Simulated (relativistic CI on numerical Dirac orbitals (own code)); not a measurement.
## The spin-orbit constant of Mn4+ from its measured fine structure

Problem. The ground term ⁴F of Mn4+ (3s²3p⁶3d³) has the measured levels J = 3/2: 0.0, J = 5/2: 359.0, J = 7/2: 835.1, J = 9/2: 1412.2 cm⁻¹ (Corliss and Sugar, J. Phys. Chem. Ref. Data 6, 1253 (1977)). Test the interval rule and estimate ζ(3d).

Working.
1. In LS coupling E(J) − E(J − 1) = AJ. The intervals give A = 143.6 (J = 5/2), 136.0 (J = 7/2), 128.2 (J = 9/2) cm⁻¹.
2. These values spread by 11 % of their mean, from second-order spin-orbit mixing with other terms and from spin-spin terms.
3. The whole width divided by the sum of the upper J values gives a mean A = 134.5 cm⁻¹.
4. For the Hund term of a shell that is less than half full, A = +ζ/2S with 2S = 3, so ζ = 403 cm⁻¹.

Check. The value calculated from Dirac-Coulomb-Breit radial functions of this configuration is ζ = 403 cm⁻¹, 0 % below the estimate from measurement. The same recipe applied to the calculated levels returns 389 cm⁻¹, which shows the bias of the recipe itself. Where the interval rule fails, the estimate is only rough.
